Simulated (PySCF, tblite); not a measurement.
Isomers of H8O2SSi4, one GFN2-xTB conformer each. Single-point energies are computed at PBE0/pcSseg-1 (PySCF, gas phase, no added dispersion term), electronic only.

```csv
SMILES,GFN2-xTB relative energy (kJ/mol)
[SiH3]O[Si@@H]1O[SiH2][SiH2]S1,0.0
[SiH3]S[SiH]1O[SiH2][SiH2]O1,24.2
```

Conformers: `[SiH3:1][O:2][Si@@H:3]1[O:4][SiH2:5][SiH2:6][S:7]1` with Si1–O2–Si3–O4 60°, O2–Si3–O4–Si5 -101°, Si3–O4–Si5–Si6 -9°, O4–Si5–Si6–S7 -3°, Si5–Si6–S7–Si3 10°; `[SiH3:1][S:2][SiH:3]1[O:4][SiH2:5][SiH2:6][O:7]1` with Si1–S2–Si3–O4 -136°.

Task: What does PBE0/pcSseg-1 give for the same structures?

Result: 
| SMILES | PBE0/pcSseg-1 E (Eh) | PBE0/pcSseg-1 (kJ/mol) | GFN2-xTB (kJ/mol) | point group |
| --- | --- | --- | --- | --- |
| [SiH3]O[Si@@H]1O[SiH2][SiH2]S1 | -1710.76745 | 0.0 | 0.0 | C1 |
| [SiH3]S[SiH]1O[SiH2][SiH2]O1 | -1710.75274 | 38.6 | 24.2 | C1 |

Both levels put the same isomer lowest. 

Task: Which frontier levels, dipoles and rotational constants go with these structures?

Result: 
```tsv
SMILES	HOMO (eV, PBE0/pcSseg-1)	LUMO (eV)	dipole (D)	A, B, C (MHz)
[SiH3]O[Si@@H]1O[SiH2][SiH2]S1	-7.46	-1.14	2.39	1485, 772.2, 679.3
[SiH3]S[SiH]1O[SiH2][SiH2]O1	-7.48	-1.00	2.93	1926, 727.4, 593.3
```

Task: What happens when harmonic zero-point energies from GFN2-xTB frequencies are added?

Result: 
| SMILES | ZPE (kJ/mol) | electronic (kJ/mol) | with ZPE (kJ/mol) |
| --- | --- | --- | --- |
| [SiH3]O[Si@@H]1O[SiH2][SiH2]S1 | 203.0 | 0.0 | 0.0 |
| [SiH3]S[SiH]1O[SiH2][SiH2]O1 | 203.9 | 38.6 | 39.5 |

The zero-point energies span 0.9 kJ/mol. The order is unchanged.
